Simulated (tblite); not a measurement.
Compound: C5H6BFO.
SMILES with atom numbers: `[F:1][BH:2][CH:3]1[CH:4]=[CH:5][O:6][CH:7]=[CH:8]1` (hydrogens: H9 on B2; H10 on C3; H11 on C4; H12 on C5; H13 on C7; H14 on C8)

Computed with GFN2-xTB (tblite), gas phase: L-BFGS steps from a force-field or distance-geometry start until the largest atomic force falls under 0.01 eV/Å.

Step 79: E = -647.5261 eV
```
atom  x, y, z in Å  |  force x, y, z in eV/Å
F1      2.1061    0.9237   -1.4842    0.008  -0.031   0.039
B2      1.8839   -0.1140   -0.7102   -0.008   0.033  -0.039
C3      0.7602   -0.0384    0.4206    0.003   0.007   0.000
C4     -0.1802   -1.2220    0.3127   -0.009   0.010   0.023
C5     -1.4505   -1.0850   -0.0328    0.023   0.007  -0.009
O6     -2.0749    0.1022   -0.2853   -0.007  -0.003   0.016
C7     -1.3405    1.2207    0.0079    0.001   0.000  -0.023
C8     -0.0666    1.2239    0.3632   -0.019   0.000  -0.002
H9      2.5305   -1.0719   -0.9159    0.012  -0.011   0.002
H10     1.2658   -0.0916    1.3997    0.001  -0.012  -0.012
H11     0.2222   -2.1998    0.5163    0.003  -0.005  -0.010
H12    -2.1360   -1.9135   -0.1344    0.003   0.011   0.008
H13    -1.9461    2.1104   -0.0726   -0.005   0.003   0.007
H14     0.4253    2.1547    0.5927   -0.006  -0.009  -0.001
```

Step 80: E = -647.5263 eV
```
atom  x, y, z in Å  |  force x, y, z in eV/Å
F1      2.1194    0.9261   -1.4763    0.003  -0.042   0.050
B2      1.8865   -0.1141   -0.7082    0.004   0.035  -0.052
C3      0.7599   -0.0380    0.4189   -0.007   0.014  -0.002
C4     -0.1805   -1.2214    0.3095   -0.008   0.007   0.032
C5     -1.4525   -1.0853   -0.0298    0.026   0.007  -0.016
O6     -2.0797    0.1020   -0.2773    0.005  -0.017   0.025
C7     -1.3429    1.2205    0.0109    0.004  -0.003  -0.033
C8     -0.0670    1.2242    0.3594   -0.035   0.009  -0.002
H9      2.5274   -1.0758   -0.9165    0.010  -0.004   0.003
H10     1.2639   -0.0893    1.3992   -0.003  -0.017  -0.015
H11     0.2241   -2.1994    0.5084    0.000  -0.006  -0.011
H12    -2.1362   -1.9156   -0.1326    0.005   0.024   0.010
H13    -1.9489    2.1098   -0.0712    0.002   0.005   0.012
H14     0.4258    2.1560    0.5834   -0.006  -0.012  -0.001
```

Q: Estimate the geometry and energy of step 81. (The exact step hangs on the optimiser's Hessian estimate; all steps are aligned on step 80, rigid shifts and turns removed.)

A: E = -647.5267 eV, largest force 0.089 eV/Å
```
atom  x, y, z in Å  |  force x, y, z in eV/Å
F1      2.1452    0.9329   -1.4591   -0.007  -0.060   0.066
B2      1.8910   -0.1139   -0.7059    0.025   0.035  -0.067
C3      0.7590   -0.0376    0.4153   -0.022   0.021  -0.007
C4     -0.1814   -1.2208    0.3058   -0.003  -0.002   0.038
C5     -1.4561   -1.0859   -0.0245    0.025   0.005  -0.024
O6     -2.0875    0.1012   -0.2643    0.027  -0.036   0.034
C7     -1.3470    1.2197    0.0143    0.008  -0.008  -0.040
C8     -0.0679    1.2242    0.3526   -0.057   0.023   0.000
H9      2.5210   -1.0821   -0.9204    0.003   0.011   0.002
H10     1.2612   -0.0862    1.3970   -0.006  -0.021  -0.019
H11     0.2264   -2.1992    0.4967   -0.006  -0.004  -0.011
H12    -2.1371   -1.9188   -0.1278    0.007   0.040   0.013
H13    -1.9538    2.1085   -0.0695    0.012   0.010   0.018
H14     0.4264    2.1574    0.5675   -0.007  -0.014  -0.003
```

The energy changes by -0.0004 eV. The first-order estimate −F·Δx gives -0.0005 eV and the mean of the old and new forces, exact on a quadratic surface, -0.0004 eV. The step makes an angle of 84° with the force vector and moves no atom by more than 0.032 Å.

The cost below is that of the whole relaxation. Time: 1.7 s wall. Hardware: Intel Xeon at 2.50 GHz, one thread, shared host.
